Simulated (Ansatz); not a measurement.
Reaction (redistribution): `F[Si]S` + `CC[SiH2]O[SiH3]` → `CC[Si]F` + `[SiH3]O[SiH2]S`

Isolated molecules relaxed with PBE0-D4/def2-TZVP in Ansatz; ΔE leaves out vibrations. CBS: MP2 limit from def2 TZ/QZ plus the TZ coupled-cluster correction, frozen cores. This one scheme is used for every species. Functionals use def2-TZVPP. B3LYP here is the variant with VWN-RPA as its local correlation; programs differ in this. One conformer a species, not always the lowest.

```json
{"level": "PBE-D4", "ΔE (kJ/mol)": "51.2", "difference from CCSD(T)/CBS": "5.9"}
{"level": "r2SCAN-D4", "ΔE (kJ/mol)": "50.8", "difference from CCSD(T)/CBS": "5.5"}
{"level": "PBE0-D4", "ΔE (kJ/mol)": "48.7", "difference from CCSD(T)/CBS": "3.4"}
{"level": "B3LYP-D4", "ΔE (kJ/mol)": "50.5", "difference from CCSD(T)/CBS": "5.2"}
{"level": "ωB97X-V", "ΔE (kJ/mol)": "45.3", "difference from CCSD(T)/CBS": "0.0"}
{"level": "ωB97M-V", "ΔE (kJ/mol)": "48.0", "difference from CCSD(T)/CBS": "2.7"}
{"level": "B2PLYP", "ΔE (kJ/mol)": "48.7", "difference from CCSD(T)/CBS": "3.4"}
{"level": "PBE", "ΔE (kJ/mol)": "50.6", "difference from CCSD(T)/CBS": "5.3"}
{"level": "r2SCAN", "ΔE (kJ/mol)": "50.3", "difference from CCSD(T)/CBS": "5.0"}
{"level": "PBE0", "ΔE (kJ/mol)": "48.1", "difference from CCSD(T)/CBS": "2.8"}
{"level": "B3LYP", "ΔE (kJ/mol)": "50.1", "difference from CCSD(T)/CBS": "4.8"}
{"level": "HF/def2-TZVPP", "ΔE (kJ/mol)": "43.3", "difference from CCSD(T)/CBS": "-2.0"}
{"level": "MP2/def2-TZVPP", "ΔE (kJ/mol)": "46.9", "difference from CCSD(T)/CBS": "1.6"}
{"level": "SCS-MP2/def2-TZVPP", "ΔE (kJ/mol)": "46.1", "difference from CCSD(T)/CBS": "0.8"}
{"level": "CCSD/def2-TZVPP", "ΔE (kJ/mol)": "44.7", "difference from CCSD(T)/CBS": "-0.6"}
{"level": "CCSD(T)/def2-TZVPP", "ΔE (kJ/mol)": "46.1", "difference from CCSD(T)/CBS": "0.8"}
{"level": "HF/def2-QZVPP", "ΔE (kJ/mol)": "43.0", "difference from CCSD(T)/CBS": "-2.3"}
{"level": "MP2/def2-QZVPP", "ΔE (kJ/mol)": "46.3", "difference from CCSD(T)/CBS": "1.0"}
{"level": "SCS-MP2/def2-QZVPP", "ΔE (kJ/mol)": "45.5", "difference from CCSD(T)/CBS": "0.2"}
{"level": "HF/CBS(def2)", "ΔE (kJ/mol)": "43.0", "difference from CCSD(T)/CBS": "-2.3"}
{"level": "MP2/CBS(def2)", "ΔE (kJ/mol)": "46.1", "difference from CCSD(T)/CBS": "0.8"}
{"level": "CCSD/CBS(def2)", "ΔE (kJ/mol)": "43.9", "difference from CCSD(T)/CBS": "-1.4"}
{"level": "CCSD(T)/CBS", "ΔE (kJ/mol)": "45.3", "difference from CCSD(T)/CBS": "0"}
```

Largest T1 diagnostic among the species: 0.015.
